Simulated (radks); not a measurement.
Excited configurations of the osmium ion Os2+: one electron is placed in a higher orbital outside [Xe] 4f14 5d5. The ground configuration is [Xe] 4f14 5d6. Calculated with a radial shooting solver on a logarithmic mesh with Libxc functionals: scalar-relativistic Kohn-Sham, BLYP, spin-polarised, spherical densities, finite nucleus; open shells are filled with parallel spins first (spin-orbit coupling, left out, can overturn this in heavy ions); Fermi nuclear charge, rms radius 5.4126 fm. Excitation = E - E(ground); binding = E(ion) - E, where the ion is the core of charge +3; n* = 3/sqrt(2 binding) in atomic units, and the quantum defect is n - n*.

| outer orbital | excitation (eV) | binding (eV) | quantum defect | eigenvalue (eV) | <r> (bohr) |
|---|---|---|---|---|---|
| 6p | 7.826 | 19.193 | 3.474 | -15.891 | 3.127 |
| 6d | 15.913 | 11.106 | 2.679 | -9.080 | 4.711 |
| 6f | 21.282 | 5.736 | 1.380 | -4.668 | 8.835 |
| 7s | 14.974 | 12.045 | 3.812 | -10.375 | 5.277 |
| 7p | 17.243 | 9.775 | 3.461 | -8.366 | 6.234 |
| 7d | 20.220 | 6.799 | 2.756 | -5.707 | 8.389 |
| 7f | 22.946 | 4.073 | 1.517 | -3.417 | 13.57 |

The Delta-SCF ionisation energy is 27.019 eV (NIST Atomic Spectra Database: 25 eV, theoretical). Self-interaction in the functional shifts the binding energies and quantum defects, so they are the method's values and not measured ones. Open shells are spherical and high-spin; term and fine-structure splittings are not resolved. Spin-orbit splitting is averaged out at the scalar-relativistic level.
